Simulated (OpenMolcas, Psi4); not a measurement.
**SiClOF2 (SMILES [O][Si](F)(F)Cl): methods side by side**

SiClOF2: 5 atoms, total charge 0, spin state doublet. SMILES: `[O][Si](F)(F)Cl`. The shape is that of a PBE0-D4/def2-TZVP optimisation.

Each level gives the dipole moment (D). The values are calculated.

| level | kind | program | value (D) | CPU time |
| --- | --- | --- | --- | --- |
| UHF/def2-SVP | Hartree–Fock | Psi4 | 0.34 | 6.8 s |
| USVWN5/def2-SVP | LDA | OpenMolcas | 1.40 | 20 s |
| U-revPBE/def2-SVP | GGA | OpenMolcas | 0.56 | 28 s |
| UBLYP/def2-SVP | GGA | OpenMolcas | 1.18 | 40 s |
| UPBE/def2-SVP | GGA | OpenMolcas | 1.10 | 40 s |
| UTPSS/def2-SVP | meta-GGA | OpenMolcas | 0.44 | 38 s |
| UM06-2X/def2-SVP | hybrid meta-GGA | OpenMolcas | 0.44 | 50 s |
| UPBE0/def2-SVP | global hybrid | OpenMolcas | 0.63 | 35 s |

The values span 0.34 to 1.40 D. Magnitudes only. CPU times are rough (shared hosts, several kinds of processor): they show what a rung costs within a factor of a few.
